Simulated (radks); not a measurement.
Trend from Li+ to Ne+: ionisation energy by Delta-SCF between NIST ground configurations, and size. Calculated with a radial shooting solver on a logarithmic mesh with Libxc functionals: scalar-relativistic Kohn-Sham, r2SCAN, spin-polarised, spherical densities, finite nucleus; open shells are filled with parallel spins first; meta-GGA in the generalised Kohn-Sham scheme; Fermi nuclear charge, rms radius of each element as measured or else 0.836 A^(1/3) + 0.57 fm.

species  configuration  configuration of the ion  IE (eV)  NIST (eV)       kind
Li+               [He]                       1s1   75.695     75.640     theory
Be+           [He] 2s1                      [He]   18.194     18.211       exp.
B+            [He] 2s2                  [He] 2s1   24.267     25.155       exp.
C+        [He] 2s2 2p1                  [He] 2s2   24.319     24.383       exp.
N+        [He] 2s2 2p2              [He] 2s2 2p1   30.381     29.601  semi-emp.
O+        [He] 2s2 2p3              [He] 2s2 2p2   36.322     35.121       exp.
F+        [He] 2s2 2p4              [He] 2s2 2p3   34.052     34.971       exp.
Ne+       [He] 2s2 2p5              [He] 2s2 2p4   41.402     40.963       exp.

Reference values: NIST Atomic Spectra Database (exp. = measured, semi-emp. = semi-empirical, theory = theoretical value adopted there). Open shells are spherical and high-spin; term and fine-structure splittings are not resolved.
